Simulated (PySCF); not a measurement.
# Radial density of Ni²⁺ (nickel, charge +2)

B3LYP, [Ar] 3d7 4s1, high-spin 5F determinant (an excited configuration). Computed with PySCF 2.14 in x2c-QZVPPall with one added diffuse shell each of s, p, d, f, g type (12s8p7d5f3g, 133 functions), with the spin-free X2C one-electron Hamiltonian (Gaussian nucleus).

| r (bohr) | 4πr²ρ (e/bohr) | 4πr²(ρα − ρβ) |
| --- | --- | --- |
| 0.00102 | 0.2735 | 0.0002 |
| 0.00172 | 0.6933 | 0.0004 |
| 0.00289 | 1.717 | 0.0011 |
| 0.00486 | 4.090 | 0.0025 |
| 0.00818 | 9.084 | 0.0056 |
| 0.0138 | 17.92 | 0.0106 |
| 0.0231 | 28.94 | 0.0151 |
| 0.0389 | 34.01 | 0.0110 |
| 0.0655 | 28.22 | 0.0012 |
| 0.110 | 30.34 | 0.0623 |
| 0.185 | 38.10 | 0.3925 |
| 0.312 | 19.91 | 1.5172 |
| 0.524 | 18.93 | 3.2978 |
| 0.882 | 14.58 | 2.5887 |
| 1.48 | 3.173 | 1.1530 |
| 2.49 | 0.6236 | 0.5092 |
| 4.20 | 0.03638 | 0.0350 |
| 7.06 | 0.0002282 | 0.0002 |

Densities and radii are taken from the X2C orbitals without a picture-change correction, which distorts them close to the nucleus.
